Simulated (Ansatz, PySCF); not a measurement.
Spin states of HOSc (SMILES [OH][Sc]), each relaxed with B3LYP-D3(BJ)/def2-TZVP.
State 1 (charge 0, multiplicity 1):
```xyz
3

Sc    -0.95482    -0.83654    -0.85188
O      0.16380     0.17261     0.12987
H      0.75785     0.71130     0.65159
```
State 2 (charge 0, multiplicity 3):
```xyz
3

Sc    -0.987    -0.858    -0.879
O      0.180     0.186     0.144
H      0.775     0.720     0.665
```

Singlets are restricted, other states unrestricted; no spin–orbit coupling, no relativity up to Kr; see below for the cores. The largest T1 diagnostic is 0.028.

Correlated levels freeze the inner cores; with def2 sets outer-core shells near the valence are correlated too. CBS(a, b) extrapolates the correlation energy as X⁻³ and adds the Hartree–Fock energy of set b.

The values were computed with Ansatz (a quantum-chemistry and plane-wave program) with Gaussian orbitals; PySCF for the dispersion terms. Values without a source in brackets are computed.

```
level                              energy of the multiplicity-3 state less that of the multiplicity-1 state (kJ/mol)
---------------------------------  ---------------------------------------------------------------------------------
PBE-D3(BJ)/def2-TZVPP                                                                                            3.2
BLYP/def2-TZVPP                                                                                                 11.2
r2SCAN-D3(BJ)/def2-TZVPP                                                                                       -30.9
CAM-B3LYP/def2-TZVPP                                                                                             1.3
CAM-B3LYP-D4/def2-TZVPP                                                                                          1.4
wB97X-V/def2-TZVPP                                                                                               4.6
B2PLYP-D4/def2-TZVPP                                                                                            23.2
CCSD(T)/def2-TZVPP                                                                                               ___
CCSD(T)/CBS(def2-SVP, def2-TZVPP)                                                                                ___
```

Problem. Complete the blanks.

Solution. 
- CCSD(T)/def2-TZVPP, energy of the multiplicity-3 state less that of the multiplicity-1 state (kJ/mol): 59.0
- CCSD(T)/CBS(def2-SVP, def2-TZVPP), energy of the multiplicity-3 state less that of the multiplicity-1 state (kJ/mol): 53.6

Doubts at one or more of the structures used: a restricted determinant that unrestricted orbitals would lower (B2PLYP-D4/def2-TZVPP, CCSD(T)/def2-TZVPP, CCSD(T)/CBS(def2-SVP, def2-TZVPP)).
